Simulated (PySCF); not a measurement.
2,5-dimethylpyridine, C₇H₉N.
SMILES: `Cc1ccc(cn1)C`

A PySCF run (density fitting, gas phase, GFN2-xTB geometry) gave HOMO -5.52 eV, LUMO -1.04 eV, dipole 1.91 D.

Problem. Which of these levels was it?
A. wB97X/6-311G**
B. KT2/6-31G-J
C. PBE0/def2-SVPD
D. PBE0/cc-pVDZ
E. KT3/6-31G*

Solution. E. It is KT3/6-31G*. All candidates on this geometry:

```csv
level and settings,kind,basis functions,SCF cycles,E (Eh),HOMO (eV),LUMO (eV),dipole (D)
"KT2/6-31G-J, damping 0.1 at the start, DIIS from the seventh cycle, fitting basis def2-universal-jkfit",GGA,132,20,-332.7114,-5.37,-1.10,2.20
KT3/6-31G*,GGA,130,14,-332.2205,-5.52,-1.04,1.91
"PBE0/def2-SVPD, level shift 0.2 Eh, start guess huckel",global hybrid,232,14,-326.3105,-7.03,-0.63,2.10
"PBE0/cc-pVDZ, damping 0.3 at the start, DIIS from the seventh cycle, energy threshold 1e-11 Eh",global hybrid,157,15,-326.5500,-6.86,-0.32,1.92
"wB97X/6-311G**, grid level 4",range-separated hybrid,198,14,-326.9082,-9.09,1.67,2.06
```

The nearest other candidate, by the summed differences of HOMO and LUMO, is KT2/6-31G-J: its HOMO differs by +0.15 eV and its LUMO by -0.06 eV. Cycle counts include a coarse-grid stage where the run had one. All basis functions are spherical, in the Pople sets too. KT2 and KT3 were designed for NMR shieldings or shifts; total energies of different functionals aren't comparable.
